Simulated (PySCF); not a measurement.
C₆ coefficients of unlike pairs at UHF

Calculated with PySCF 2.14 from the dipole response of each species, C₆(A,B) = (3/π) ∫ α_A(iu) α_B(iu) du, in atomic units, from isotropic polarisabilities. For ions this is the dispersion term alone; charge-induced terms of lower order in 1/R come first.

```
species           configuration                                                                                              basis      relativity  α (bohr³)  C₆ (like pair)
    Au⁺     [Xe] 4f14 5d10 (1S)                               def2-QZVPPD with the def2 core potential (60 electrons) (7s5p4d4f2g)  core potential      12.20           89.21
   Pd²⁺           [Kr] 4d8 (3F)                               def2-TZVPPD with the def2 core potential (28 electrons) (6s4p3d2f1g)  core potential      4.984           23.87
      C       [He] 2s2 2p2 (3P)                                                                            dyall-acv3z (15s9p4d2f)            none      11.93           46.20
    Re⁺  [Xe] 4f14 5d5 6s1 (7S)  aug-cc-pVTZ-PP with one added diffuse shell each of s, p, d, f, g type with ECP60MDF (7s7p6d4f3g)  core potential      37.86           324.3
```

Q: Estimate C₆ for Re⁺ with Au⁺.

A: The integral gives 157.6. The combination rule 2 C_A C_B / (C_A α_B/α_A + C_B α_A/α_B) gives 151.7 and the geometric mean 170.1.

No spin-orbit coupling is included.

The other pairs:

| pair | C₆ |
| --- | --- |
| C, Pd²⁺ | 29.10 |
| Re⁺, C | 121.2 |
| C, Au⁺ | 61.13 |
| Pd²⁺, Au⁺ | 45.22 |
| Re⁺, Pd²⁺ | 74.59 |
